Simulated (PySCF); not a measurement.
Propyl acetate, C5H10O2.
SMILES with atom numbers: `[CH3:1][CH2:2][CH2:3][O:4][C:5]([CH3:6])=[O:7]` (hydrogens: H8, H9, H10 on C1; H11, H12 on C2; H13, H14 on C3; H15, H16, H17 on C6)

The same species was optimised twice, with GFN2-xTB and with PBE0-D3(BJ)/def2-SVP (PySCF), and the same property calculations (PySCF, gas phase) were run on both structures.

| coordinate | GFN2-xTB | PBE0-D3(BJ)/def2-SVP | change |
| --- | --- | --- | --- |
| C2–C3 (Å) | 1.527 | 1.516 | -0.011 |
| C5–C6 (Å) | 1.507 | 1.501 | -0.006 |
| C3–O4 (Å) | 1.428 | 1.424 | -0.004 |
| O4–C5 (Å) | 1.338 | 1.341 | +0.003 |
| C1–C2 (Å) | 1.523 | 1.520 | -0.003 |
| C5=O7 (Å) | 1.202 | 1.203 | +0.001 |
| C1–C2–C3 (°) | 111.2 | 112.0 | +0.8 |
| O4–C5–O7 (°) | 124.1 | 123.6 | -0.5 |
| C3–O4–C5 (°) | 117.3 | 116.9 | -0.4 |
| O4–C5–C6 (°) | 110.7 | 111.1 | +0.4 |
| C2–C3–O4 (°) | 111.6 | 111.9 | +0.3 |
| C6–C5–O7 (°) | 125.2 | 125.3 | +0.1 |
| C1–C2–C3–O4 (°) | 178 | 176 | -2 |
| C2–C3–O4–C5 (°) | 84 | 84 | 0 |
| C3–O4–C5–C6 (°) | 179 | 179 | 0 |

Rotational constants: A = 6883, B = 1304, C = 1208 MHz (GFN2-xTB) against A = 6926, B = 1304, C = 1208 MHz (PBE0-D3(BJ)/def2-SVP). Point groups within 0.08 Å: C1 and C1.

On the GFN2-xTB structure: HOMO (eV) -7.90 [PBE0/pcSseg-1]; LUMO (eV) 0.48 [PBE0/pcSseg-1]; dipole (D) 1.83 [PBE0/pcSseg-1]; GIAO shielding of C1 (ppm) 175.7 [PBE0/pcSseg-1]; GIAO shielding of C2 (ppm) 160.9 [PBE0/pcSseg-1]; GIAO shielding of C3 (ppm) 117.8 [PBE0/pcSseg-1]; GIAO shielding of O4 (ppm) 118.5 [PBE0/pcSseg-1]; GIAO shielding of C5 (ppm) 10.6 [PBE0/pcSseg-1]; GIAO shielding of C6 (ppm) 163.5 [PBE0/pcSseg-1]; GIAO shielding of O7 (ppm) -105.2 [PBE0/pcSseg-1].

Q: What do these properties become on the PBE0-D3(BJ)/def2-SVP structure?

A: 
```
                                    property          level  on GFN2-xTB  on PBE0-D3(BJ)/def2-SVP  change
                                   HOMO (eV)  PBE0/pcSseg-1        -7.90                    -7.92   -0.02
                                   LUMO (eV)  PBE0/pcSseg-1         0.48                     0.42   -0.06
                                  dipole (D)  PBE0/pcSseg-1         1.83                     1.79   -0.04
energy, GFN2-xTB geometry as zero (kcal/mol)  PBE0/pcSseg-1          0.0                     -0.3    -0.3
                  GIAO shielding of C1 (ppm)  PBE0/pcSseg-1        175.7                    173.5    -2.2
                  GIAO shielding of C2 (ppm)  PBE0/pcSseg-1        160.9                    160.3    -0.6
                  GIAO shielding of C3 (ppm)  PBE0/pcSseg-1        117.8                    117.8     0.0
                  GIAO shielding of O4 (ppm)  PBE0/pcSseg-1        118.5                    117.4    -1.1
                  GIAO shielding of C5 (ppm)  PBE0/pcSseg-1         10.6                     10.2    -0.4
                  GIAO shielding of C6 (ppm)  PBE0/pcSseg-1        163.5                    162.4    -1.1
                  GIAO shielding of O7 (ppm)  PBE0/pcSseg-1       -105.2                   -108.9    -3.7
```

The heavy atoms differ by 0.010 Å rms after alignment. Among bonds between heavy atoms C2–C3 changes most (-0.011 Å). Changes are differences of the printed values. Neither structure is proved a minimum here.

Conformer computed: `[CH3:1][CH2:2][CH2:3][O:4][C:5]([CH3:6])=[O:7]`: C1–C2–C3–O4 176°, C2–C3–O4–C5 84°, C3–O4–C5–C6 179°.
